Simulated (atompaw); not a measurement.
**neodymium: variants of one PAW (atompaw) potential**

Base potential:

atompaw 4.2.0.5 input, output lines left out:

```
Nd 60
GGA-PBESOL scalarrelativistic loggrid 2001 logderivrange -5 5 251
6 6 5 4 0 0
6 1 0
5 2 0
4 3 4
0 0 0
c
c
c
c
v
v
c
c
c
v
v
c
c
v
v
3
3.00 2.25 2.55 1.70
n
n
y
4.15
n
y
4.55
n
custom rrkj gramschmidtortho sinc
bessel
2.00
3.00
2.10
3.00
3.00
3.00
1.70
1.70
```

All-electron outer shells of the reference configuration (PBEsol, scalar-relativistic, ld1.x):

| shell | level (eV) | outermost node (bohr) | outermost maximum (bohr) |
| --- | --- | --- | --- |
| 4p | -225.70 | 0.32 | 0.59 |
| 4d | -116.57 | 0.29 | 0.62 |
| 5s | -40.49 | 0.72 | 1.32 |
| 5p | -22.10 | 0.77 | 1.50 |
| 6s | -3.52 | 1.77 | 3.78 |
| 5d | -1.93 | 0.88 | 2.24 |
| 4f | -1.79 | – | 0.67 |
| 6p | -1.22 | 2.14 | 5.04 |

Cutoffs, loose and tight: the cutoffs (Ry, on a coarse ladder) from which the occupation-weighted sum of valence levels, in a spherical-Bessel basis at the reference potential, stays within 10 and 1 mRy of its value at 400 Ry. They see the waves, projectors and local potential, not the compensation charge or the core. A dash means not determined.

A true bound ghost makes a file unfit for plane-wave use even where its test errors are small: the radial tests pick states by their node count and pass the ghost by.

```csv
change,outcome,"cutoff, loose","cutoff, tight",bound ghosts
base,generated,45 Ry,70 Ry,none
wave 5d channel at 4.15 Ry: rc 3.00 bohr becomes 5d channel at 2.6 Ry: rc 3.00 bohr,generated,45 Ry,70 Ry,none
"augmentation sinc compensation charge, radius 2.25 bohr; PAW radius 3.00 bohr; waves and projectors: modrrkj vanderbiltortho",generated,45 Ry,70 Ry,none
"augmentation sinc compensation charge, radius 2.20 bohr; PAW radius 3.00 bohr; waves and projectors: custom rrkj gramschmidtortho",generated,45 Ry,70 Ry,none
core correction smooth core density matched at 2.24 bohr,generated,45 Ry,70 Ry,none
"local potential ultrasoft scheme with l = 4 at 0 Ry, radius 2.55 bohr",failed: atompaw: The overlap operator has at least one negative eigenvalue!,–,–,–
wave 4f channel at 4.55 Ry: rc 1.70 bohr becomes 4f channel at 4.55 Ry: rc 2.70 bohr,generated,45 Ry,70 Ry,none
"local potential bessel scheme, radius 1.68 bohr",generated,45 Ry,70 Ry,none
"all radii scaled by about 0.86 (s 1.72, p 1.82, d 2.58, f 1.46 bohr); local potential bessel scheme, radius 2.20 bohr; augmentation sinc compensation charge, radius 1.94 bohr; PAW radius 2.58 bohr; waves and projectors: custom rrkj gramschmidtortho; core correction smooth core density matched at 1.46 bohr",failed: atompaw: The overlap operator has at least one negative eigenvalue!,–,–,–
"augmentation sinc compensation charge, radius 2.25 bohr; PAW radius 3.00 bohr; waves and projectors: custom polynom2 7 10 vanderbiltortho",generated,160 Ry,over 300 Ry,none
```

(1) What comes out with this change to the base: core [Kr] 4d10 5s2, valence charge 12; reference 4f4 5p6 5d0 6s1 6p0; waves now 6s (bound): rc 3.00 bohr; 6s channel at 0.05 Ry: rc 3.00 bohr; 5p (bound): rc 2.65 bohr; 6p (bound): rc 3.00 bohr; 5d (bound): rc 3.00 bohr; 5d channel at 0.05 Ry: rc 3.00 bohr; 4f (bound): rc 1.30 bohr; 4f channel at 0.05 Ry: rc 1.30 bohr; local potential bessel scheme, radius 2.15 bohr; core correction smooth core density matched at 2.50 bohr; augmentation sinc compensation charge, radius 2.45 bohr; PAW radius 3.00 bohr; waves and projectors: custom rrkj gramschmidtortho?

Results:

(1) outcome: generated; cutoff, loose: 80 Ry; cutoff, tight: 140 Ry; bound ghosts: s.
